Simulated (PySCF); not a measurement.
Species: MoCl₅ (doublet state).
SMILES: `[Cl][Mo]([Cl])([Cl])([Cl])[Cl]`

Theory: PBE0-D3(BJ)/def2-SVP geometry optimisation, gas phase, def2 core potentials past Kr (PySCF).

Take the most abundant isotopes and a rigid rotor. 

(1) Give the principal moments of inertia and the rotational constants in MHz.

(2) Classify the top.

(3) Is it planar, by Δ = Ic − Ia − Ib?

(4) Give the coordinates in the principal-axis frame, origin at the centre of mass.

(5) Which types of transition are allowed, and where do some lines up to J = 3 fall?

## Answers

(1) Ia = 522.39, Ib = 620.74, Ic = 643.40 u·Å²; 505379 MHz·u·Å²/I gives A = 967.4, B = 814.2, C = 785.5 MHz.

(2) An asymmetric top: κ = (2 × 814.2 − 967.4 − 785.5)/(967.4 − 785.5) = -0.68.

(3) Not planar: Δ = Ic − Ia − Ib = -499.73 u·Å². For a rigid frame Δ = −2 Σ m c², so Σ m c² = 249.86 u·Å² lies off the ab plane. The atom farthest from that plane is 2.16 Å away.

(4) The sense of each axis is arbitrary; atoms in the order of the calculation.
```json
{"atom": "Mo1", "mass (u)": "97.905", "a (Å)": "-0.001", "b (Å)": "0.004", "c (Å)": "-0.033"}
{"atom": "Cl2", "mass (u)": "34.969", "a (Å)": "2.302", "b (Å)": "-0.038", "c (Å)": "0.022"}
{"atom": "Cl3", "mass (u)": "34.969", "a (Å)": "-2.303", "b (Å)": "-0.035", "c (Å)": "0.025"}
{"atom": "Cl4", "mass (u)": "34.969", "a (Å)": "-0.002", "b (Å)": "-2.137", "c (Å)": "-0.686"}
{"atom": "Cl5", "mass (u)": "34.969", "a (Å)": "0.001", "b (Å)": "1.734", "c (Å)": "-1.423"}
{"atom": "Cl6", "mass (u)": "34.969", "a (Å)": "0.004", "b (Å)": "0.466", "c (Å)": "2.155"}
```

(5) The dipole components are |μa| = 0.00 D, |μb| = 0.23 D, |μc| = 0.51 D. The squared components, which scale the intensities, stand as 0.00 : 0.21 : 1.00 (a : b : c). Some lines, for components of 0.1 D or more:

```json
{"type": "c", "branch": "Q", "J(Ka,Kc)": "3(2,2) ← 3(1,2)", "MHz": "419", "lower level (cm⁻¹)": "0.329"}
{"type": "b", "branch": "Q", "J(Ka,Kc)": "2(2,0) ← 2(1,1)", "MHz": "464", "lower level (cm⁻¹)": "0.167"}
{"type": "b", "branch": "Q", "J(Ka,Kc)": "3(2,2) ← 3(1,3)", "MHz": "591", "lower level (cm⁻¹)": "0.323"}
{"type": "b", "branch": "Q", "J(Ka,Kc)": "3(3,0) ← 3(2,1)", "MHz": "823", "lower level (cm⁻¹)": "0.343"}
{"type": "b", "branch": "R", "J(Ka,Kc)": "1(1,1) ← 0(0,0)", "MHz": "1753", "lower level (cm⁻¹)": "0.000"}
{"type": "c", "branch": "R", "J(Ka,Kc)": "1(1,0) ← 0(0,0)", "MHz": "1782", "lower level (cm⁻¹)": "0.000"}
{"type": "b", "branch": "R", "J(Ka,Kc)": "2(0,2) ← 1(1,1)", "MHz": "3042", "lower level (cm⁻¹)": "0.058"}
{"type": "b", "branch": "R", "J(Ka,Kc)": "2(1,2) ← 1(0,1)", "MHz": "3324", "lower level (cm⁻¹)": "0.053"}
{"type": "c", "branch": "R", "J(Ka,Kc)": "2(1,1) ← 1(0,1)", "MHz": "3410", "lower level (cm⁻¹)": "0.053"}
{"type": "b", "branch": "R", "J(Ka,Kc)": "2(2,1) ← 1(1,0)", "MHz": "3688", "lower level (cm⁻¹)": "0.059"}
{"type": "b", "branch": "R", "J(Ka,Kc)": "2(2,0) ← 1(1,1)", "MHz": "3720", "lower level (cm⁻¹)": "0.058"}
{"type": "b", "branch": "R", "J(Ka,Kc)": "3(1,2) ← 2(2,1)", "MHz": "4380", "lower level (cm⁻¹)": "0.182"}
{"type": "c", "branch": "R", "J(Ka,Kc)": "3(1,2) ← 2(0,2)", "MHz": "5054", "lower level (cm⁻¹)": "0.160"}
{"type": "b", "branch": "R", "J(Ka,Kc)": "3(2,2) ← 2(1,1)", "MHz": "5259", "lower level (cm⁻¹)": "0.167"}
{"type": "b", "branch": "R", "J(Ka,Kc)": "3(3,0) ← 2(2,1)", "MHz": "5639", "lower level (cm⁻¹)": "0.182"}
```

For this open shell read J as N, the rotation without spin; fine and hyperfine splittings come on top. Stationary, but not proved a minimum. ⟨S²⟩ = 0.758 (exact for a doublet: 0.75). Constants of a rigid frame at the computed geometry: no zero-point averaging, no centrifugal distortion. Quadrupole hyperfine structure (35Cl) is left out.

Hardware: one thread of an Arm Neoverse V2, on a shared host. Cost: 4.7 min wall. This is the geometry optimisation.

For an open-shell metal species like this, the optimisation's SCF solution wasn't tested for stability and no frequencies at its level were run, so a lower state or another shape may exist.
